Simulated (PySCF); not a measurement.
This PySCF input asks for the NMR shieldings of SMILES O=CC1=C([SiH3])C(=C)OC1=C, C7H8O2Si; the geometry comes from GFN2-xTB.

```python
import basis_set_exchange as bse
import numpy as np
from pyscf import gto, dft
from pyscf.prop import nmr

atoms = """
C     0.746857    2.593441   -0.372327
C     0.084182    1.438193   -0.245158
O    -1.281899    1.366991   -0.399804
C    -1.678388    0.065825   -0.217731
C    -2.952024   -0.317838   -0.310118
C    -0.480894   -0.711085    0.069163
C    -0.327837   -2.114570    0.337933
O     0.761254   -2.606035    0.556263
C     0.600328    0.123879    0.053701
Si    2.343705   -0.512476    0.380848
H     0.228340    3.506709   -0.599372
H     1.811278    2.622841   -0.248360
H    -3.728428    0.389409   -0.533409
H    -3.228801   -1.343697   -0.162790
H    -1.240395   -2.732109    0.339052
H     3.206979    0.677880    0.278519
H     2.415208   -1.008121    1.749201
H     2.711777   -1.432919   -0.687270
"""
names = dict.fromkeys(["C", "O", "Si", "H"], "pcSseg-1")
basis = {el: gto.basis.parse(bse.get_basis(n, elements=[el], fmt="nwchem")) for el, n in names.items()}
mol = gto.M(atom=atoms, basis=basis, charge=0, verbose=0)
mf = dft.RKS(mol, xc="PBE0")
mf.grids.level = 2
mf.grids.alignment = dft.numint.BLKSIZE   # the property module wants whole blocks of grid points
mf.conv_tol = 1e-9
mf.kernel()

calc = nmr.RKS(mf)   # GIAO
C = mf.mo_coeff
Co = C[:, mf.mo_occ > 0]
resp = mf.gen_response(singlet=True, hermi=2)
def vind(x):   # induced exchange potential for any number of trial vectors
    d = np.einsum("pi,xij,qj->xpq", C, 2 * x.reshape(-1, C.shape[1], Co.shape[1]), Co, optimize=True)
    return np.einsum("xpq,pi,qj->xij", resp(d - d.transpose(0, 2, 1)), C, Co, optimize=True).ravel()
mo1, _ = nmr.rhf.solve_mo1(calc, with_cphf=vind)
sigma = calc.kernel(mo1)
for i, s in enumerate(sigma):   # ppm
    print("%2d %-2s %9.2f" % (i, mol.atom_pure_symbol(i), np.trace(s) / 3))
```

Q: What does it print?

A: 
```
 0 C      83.10
 1 C      15.32
 2 O     106.13
 3 C      20.63
 4 C      99.92
 5 C      37.96
 6 C      -5.06
 7 O    -330.98
 8 C      23.52
 9 Si    436.98
10 H      26.33
11 H      26.35
12 H      26.76
13 H      26.85
14 H      21.62
15 H      27.51
16 H      27.17
17 H      27.17
```

These numbers come from an equivalent density-fitted implementation of the same equations, which agrees with the script to about 0.01 ppm for H and up to a few tenths of a ppm for heavy atoms, so last digits may differ.

Q: Turn these shieldings into chemical shifts. δ = σ(ref) − σ, references computed at the same level: TMS for ¹³C (σ = 186.93 ppm), ²⁹Si (σ = 349.16 ppm), ¹H (σ = 31.72 ppm); H2O for ¹⁷O (σ = 336.08 ppm).

A: Averaging equivalent atoms: C 6: 192.0; C 1: 171.6; C 3: 166.3; C 8: 163.4; C 5: 149.0; C 0: 103.8; C 4: 87.0; O 7: 667.1; O 2: 230.0; Si 9: -87.8; H 14: 10.10; H 10: 5.39; H 11: 5.37; H 12: 4.96; H 13: 4.86; H 15/16/17: 4.43 ppm. Unscaled 17O shifts of doubly bonded oxygen tend to come out too high, by tens of ppm or more. Experimental scales use liquid or dissolved standards, which lie at an offset from isolated H2O (liquid H2O: subtract about 36 ppm).

Size and cost of the density-fitted run: 217 basis functions, 91 s wall time on 1 thread of an Arm Neoverse N1, shared host; peak memory 1 GiB.
